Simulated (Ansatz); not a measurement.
CH6GeSSi can be A, `[SiH3][CH]1[S][GeH2]1`, or B, `S[SiH]1[CH2][GeH2]1`.

Program: Ansatz. Geometries: PBE0-D4/def2-TZVP. ΔE: electronic, gas phase. CCSD(T)/CBS adds triple-zeta CCSD(T) − MP2 to the extrapolated MP2 energy (def2 sets, frozen cores). Functionals use def2-TZVPP. B3LYP here is the variant with VWN-RPA as its local correlation; programs differ in this. For Ge outer-core shells are correlated without core-valence functions, which leaves a few kJ/mol of doubt a bond. Scalar relativity is left out up to krypton. One conformer a species, not always the lowest.

(1) Which is lower in electronic energy at CCSD(T)/CBS, and by how much? (Best estimate.)

(2) Give E(B) − E(A) in kJ/mol with CCSD/def2-TZVPP, MP2/def2-TZVPP, r2SCAN-D4, PBE0-D4, CCSD(T)/def2-TZVPP, B3LYP-D4, B2PLYP. (Estimate.)

Largest T1 diagnostic: 0.012.

Answers

(1) Computed: B, by 17.0 kJ/mol.

(2) Computed: CCSD/def2-TZVPP -18.0, MP2/def2-TZVPP -11.8, r2SCAN-D4 -30.6, PBE0-D4 -30.6, CCSD(T)/def2-TZVPP -17.1, B3LYP-D4 -22.5, B2PLYP -18.9. None reverses the order clearly.
